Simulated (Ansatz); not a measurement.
Basis sets compared for Na₃Sb. The state is a singlet with charge 0. Geometry r2SCAN-D4/def2-TZVP. Ansatz on 4 threads of Arm Neoverse V2 on a shared host; times are rough, and most runs start from earlier orbitals.

```xyz
4

Na   -1.1209    0.8229   -1.8950
Na   -0.9723    0.4486    2.0924
Na    2.3478   -0.0626   -0.0935
Sb   -0.2546   -1.2088   -0.1039
```

In the def2 sets Sb takes a core potential; there is no spin–orbit coupling. The structure comes from a short search, and lower isomers may exist.

| level | functions | energy (Eh) | HOMO (eV) | LUMO (eV) | wall time |
| --- | --- | --- | --- | --- | --- |
| PBE-D4/def2-SVP | 71 | -726.6624 | -3.26 | -1.80 | 0.75 s |
| PBE-D4/def2-TZVP | 146 | -726.8503 | -3.32 | -1.86 | 1.3 s |
| r2SCAN-D4/def2-TZVP (with forces) | 146 | -727.1961 | -3.24 | -1.63 | 3.4 s |
| PBE0-D4/def2-SVP | 71 | -726.7147 | -3.82 | -1.28 | 1.2 s |
| PBE0-D4/def2-TZVP | 146 | -726.8999 | -3.88 | -1.34 | 1.7 s |

(1) Estimate the rows for PBE-D4/def2-TZVPD, r2SCAN-D4/def2-TZVPD, PBE0-D4/def2-TZVPD.

Results:

(1) 
| level | functions | energy (Eh) | HOMO (eV) | LUMO (eV) | wall time |
| --- | --- | --- | --- | --- | --- |
| PBE-D4/def2-TZVPD | 161 | -726.8508 | -3.31 | -1.85 | 1.6 s |
| r2SCAN-D4/def2-TZVPD | 161 | -727.1963 | -3.24 | -1.63 | 3.8 s |
| PBE0-D4/def2-TZVPD | 161 | -726.9002 | -3.87 | -1.34 | 2.4 s |
